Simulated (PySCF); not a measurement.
# Correlation energy of Os(3+) (osmium, charge +3)

[Xe] 4f14 5d5, high-spin 6S determinant. All numbers are calculated (PySCF 2.14, scalar relativity by spin-free X2C-1e, in x2c-TZVPPall (11s7p7d3f1g, 97 functions)). Frozen: [Xe] 4f14; 5 electrons correlated.

| level | correlation energy (mhartree) |
| --- | --- |
| CCSD | -52.04 |
| (T) | -0.47 |
| CCSD(T) | -52.51 |

Diagnostics: T1 = 0.0010, D1 = 0.0015, largest double amplitude 0.019.

Cost of the coupled-cluster step: about 8 core-seconds, for 5 correlated electrons.
